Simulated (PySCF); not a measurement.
**Pt: interval between two levels**

Pt [Xe] 4f14 5d9 6s1 [3D3, M_J = 3] → Pt [Xe] 4f14 5d8 6s2 [3F4, M_J = 4], as a difference of total energies. All numbers are calculated (PySCF 2.14, the two-component X2C-1e Hamiltonian, in x2c-SVPall-2c with one added diffuse shell each of s, d type (8s9p10d2f, 99 functions)). Correlated levels: [Kr] 4d10 4f14 frozen; the 22 highest virtual spinors dropped. "Screened" scales the spin-orbit matrix elements by Boettger's factors to mimic the two-electron term; Breit and QED terms are absent.

```tsv
method	interval between two levels (cm⁻¹)	error (cm⁻¹)
GHF (spin-free)	3206.7	+2383.0
GMP2 (spin-free)	6314.0	+5490.3
GHF (screened spin-orbit)	91.553	-732.1
GMP2 (screened spin-orbit)	3067.1	+2243.4
```

Reference: 823.68 cm⁻¹ (measured; NIST Handbook of Basic Atomic Spectroscopic Data (Sansonetti and Martin, J. Phys. Chem. Ref. Data 34, 1559 (2005))).

The spin-free rows relax to the high-spin LS determinant and lack the spin-orbit shift.

Errors of the correlated levels include the incompleteness of this basis and the frozen core.

The labels give the starting determinants; with spin-orbit coupling the two ends relaxed to ⟨J²⟩ = 12.03, ⟨L²⟩ = 6.16, ⟨S²⟩ = 2.14 and ⟨J²⟩ = 20.01, ⟨L²⟩ = 12.41, ⟨S²⟩ = 2.07.
